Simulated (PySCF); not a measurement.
PySCF input (CCSD(T)/cc-pVDZ):

```python
from pyscf import gto, scf, mp, cc as ccmod

mol = gto.M(
    atom='''
    O    -1.44519553    0.09522087   -0.08145760
    Si    0.08755461    0.00914778   -0.00119263
    O     1.56144574   -0.19888809    0.12744914
    H    -2.15576622    0.70126888   -0.35123545
    ''',
    basis='cc-pvdz',
    charge=1,
    spin=0,
    verbose=4,
)

mf = scf.RHF(mol)
mf.conv_tol = 1e-10
mf.max_cycle = 100
mf.kernel()
mp2 = mp.MP2(mf, frozen=7).run()
cc = ccmod.CCSD(mf, frozen=7)
cc.max_cycle = 100
cc.kernel()
et = cc.ccsd_t()
print(f'E(CCSD(T)) = {cc.e_tot + et:.9f}')
```

End of the output:

```
Extra cycle  E= -438.910938479871  delta_E= -1.59e-12  |g|= 2.14e-06  |ddm|= 2.72e-06
converged SCF energy = -438.910938479871

******** <class 'pyscf.mp.mp2.RMP2'> ********
nocc = 8, nmo = 44
frozen orbitals 7
E(RMP2) = -439.376040219909  E_corr = -0.46510174003814
E(SCS-RMP2) = -439.359707196357  E_corr = -0.448768716486408
E_corr(same-spin) = -0.126176967183877
E_corr(oppo-spin) = -0.338924772854263

******** <class 'pyscf.cc.ccsd.CCSD'> ********
CC2 = 0
CCSD nocc = 8, nmo = 44
frozen orbitals 7
max_cycle = 100
direct = 0
conv_tol = 1e-07
conv_tol_normt = 1e-05
diis_space = 6
diis_start_cycle = 0
diis_start_energy_diff = 1e+09
Init t2, MP2 energy = -439.376040114972  E_corr(MP2) -0.465101635101183
Init E_corr(CCSD) = -0.465101635102423
cycle = 1  E_corr(CCSD) = -0.440960533905532  dE = 0.0241411012  norm(t1,t2) = 0.100181
cycle = 2  E_corr(CCSD) = -0.464191971629454  dE = -0.0232314377  norm(t1,t2) = 0.0466496
cycle = 3  E_corr(CCSD) = -0.460944705049499  dE = 0.00324726658  norm(t1,t2) = 0.0344355
cycle = 4  E_corr(CCSD) = -0.463256694609825  dE = -0.00231198956  norm(t1,t2) = 0.00873971
cycle = 5  E_corr(CCSD) = -0.463727743308779  dE = -0.000471048699  norm(t1,t2) = 0.00183819
cycle = 6  E_corr(CCSD) = -0.463685669780964  dE = 4.20735278e-05  norm(t1,t2) = 0.000580259
cycle = 7  E_corr(CCSD) = -0.463630186630996  dE = 5.548315e-05  norm(t1,t2) = 0.000211098
cycle = 8  E_corr(CCSD) = -0.463639519295301  dE = -9.33266431e-06  norm(t1,t2) = 0.000115095
cycle = 9  E_corr(CCSD) = -0.463642941463612  dE = -3.42216831e-06  norm(t1,t2) = 6.15316e-05
cycle = 10  E_corr(CCSD) = -0.463640578591253  dE = 2.36287236e-06  norm(t1,t2) = 2.77542e-05
cycle = 11  E_corr(CCSD) = -0.46364196514015  dE = -1.3865489e-06  norm(t1,t2) = 1.32764e-05
cycle = 12  E_corr(CCSD) = -0.463641528640071  dE = 4.36500079e-07  norm(t1,t2) = 6.66952e-06
cycle = 13  E_corr(CCSD) = -0.463641631708403  dE = -1.03068332e-07  norm(t1,t2) = 3.22093e-06
cycle = 14  E_corr(CCSD) = -0.463641632755997  dE = -1.04759396e-09  norm(t1,t2) = 1.5591e-06
CCSD converged
E(CCSD) = -439.3745801126269  E_corr = -0.4636416327559965
CCSD(T) correction = -0.0163483761822426
E(CCSD(T)) = -439.390928489
```

It need not be the lowest isomer of its formula.
